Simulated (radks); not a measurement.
Question: Radial electron density D(r) = 4 pi r^2 rho(r) of an atom or ion with 26 electrons. Calculated with a radial shooting solver on a logarithmic mesh with Libxc functionals: non-relativistic Kohn-Sham, r2SCAN, spin-polarised, spherical densities, point nucleus; meta-GGA in the generalised Kohn-Sham scheme.

| r (bohr) | D(r) (e/bohr) | spin D(r) |
|---|---|---|
| 0.00213 | 0.6796 | 0.000157 |
| 0.002774 | 1.113 | 0.000256 |
| 0.003641 | 1.830 | 0.000421 |
| 0.004779 | 2.965 | 0.000680 |
| 0.006223 | 4.650 | 0.00106 |
| 0.008168 | 7.215 | 0.00164 |
| 0.01072 | 10.83 | 0.00244 |
| 0.01396 | 15.44 | 0.00341 |
| 0.01832 | 21.06 | 0.00449 |
| 0.02386 | 26.60 | 0.00533 |
| 0.03132 | 30.99 | 0.00544 |
| 0.04111 | 32.43 | 0.00427 |
| 0.05353 | 30.44 | 0.00197 |
| 0.07026 | 26.77 | -0.0000966 |
| 0.09149 | 25.55 | 0.00111 |
| 0.1201 | 29.47 | 0.00742 |
| 0.1576 | 35.39 | 0.0140 |
| 0.2053 | 35.38 | 0.00969 |
| 0.2694 | 26.38 | -0.00740 |
| 0.3536 | 16.40 | -0.0156 |
| 0.4605 | 14.79 | 0.000379 |
| 0.6044 | 18.18 | 0.0101 |
| 0.787 | 17.14 | -0.0138 |
| 1.033 | 10.91 | -0.0149 |
| 1.356 | 5.044 | 0.0739 |
| 1.766 | 2.155 | 0.198 |
| 2.318 | 1.005 | 0.245 |
| 3.042 | 0.4624 | 0.172 |
| 3.961 | 0.1570 | 0.0676 |
| 5.199 | 0.02842 | 0.0122 |
| 6.77 | 0.002495 | 0.000956 |

What is the nuclear charge?

Answer: Z = 27. The innermost maximum, from 1s, lies near 1/Z = 0.037 bohr (found: 0.0398), and its height grows with Z. The density is that of the cobalt ion Co+ in [Ar] 3d(up 3.5, down 3.5) 4s(up 0.75, down 0.25); the configuration itself is not fixed sharply by these data, and Z only to about a unit. D(r) has 3 maxima, at r = 0.0398, 0.181, 0.665 bohr, and minima at 0.0865, 0.422 bohr, inside which lie 2.12, 10.75 electrons.
